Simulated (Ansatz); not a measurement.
A nudged elastic band was laid between two geometries of BFH2O + H2S (8 atoms, charge 0, multiplicity 1).

Computed with RKS CAM-B3LYP/def2-SVP in Ansatz.

```yaml
movable_images: 5
climbing_image: yes
spring: 5.0 eV/Å²
optimiser: quadratic models (default)
start_path: through a guess of the saddle point
force_threshold: 0.05 eV/Å
iteration_limit: 60
end_points: relaxed
```

Initial state:

```xyz
8
Properties=species:S:1:pos:R:3
B -0.069 -0.412 -0.255
F -0.061 -0.697 1.051
O 1.054 -0.550 -0.971
H 1.813 -0.837 -0.445
H -1.089 -0.072 -0.786
S -0.045 2.692 1.408
H 1.239 2.658 1.819
H -0.331 1.524 2.016
```

Final state:

```xyz
8
Properties=species:S:1:pos:R:3
B 0.194 0.593 -0.242
F -0.536 -0.520 2.196
O 1.420 0.058 -0.369
H 1.429 -0.776 -0.852
H -0.795 0.138 -0.753
S 0.000 2.143 0.700
H 1.298 2.260 1.057
H -0.499 0.409 2.100
```

(1) What changes between the two ends?

(2) Give the energies along the band, and the barrier.

(3) What is the geometry of the highest image?

Answers

(1) Bonds broken: B1–F2, S6–H8. Bonds formed: B1–S6, F2–H8. BFH2O + H2S becomes BH3OS + FH.

(2) It converged. The highest image is number 4 of 0 to 6, 1.53 eV above the first end and 0.63 eV above the last; the last end lies 0.91 eV above the first. The profile has 2 maxima (images 2, 4) with wells between them (image 3): this band takes more than one step, which may be the mechanism or a detour left from its start path. Neighbouring images differ by up to 1.5 eV, so the band resolves the path poorly. A vibrational analysis at the climbing image gives one clearly imaginary mode, 979i cm⁻¹: a first-order saddle point. The orbitals stay closed-shell, which can raise the energy where a bond breaks towards radicals; this wasn't checked here.

```
image  path coordinate (Å)  energy (eV)  B1–F2 (Å)  S6–H8 (Å)  B1–S6 (Å)
    0                 0.00         0.00       1.34       1.35       3.52
    1                 1.40         0.01       1.33       1.35       3.44
    2                 2.80         0.03       1.32       1.35       3.66
    3                 4.19         0.00       1.33       1.35       3.21
    4                 5.59         1.53       1.62       1.62       2.02
    5                 6.15         1.07       2.18       2.03       1.87
    6                 6.70         0.91       2.78       2.28       1.82
```

(3) 
```xyz
8
Properties=species:S:1:pos:R:3
B 0.070 0.264 0.102
F -0.335 -0.346 1.546
O 1.368 -0.053 -0.188
H 1.452 -0.713 -0.883
H -0.850 0.038 -0.643
S -0.084 2.111 0.899
H 1.230 2.212 1.192
H -0.339 0.792 1.812
```

Run time: 8.7 min on 2 threads of Arm Neoverse N1, with other jobs on the host, peak memory 0.17 GiB.
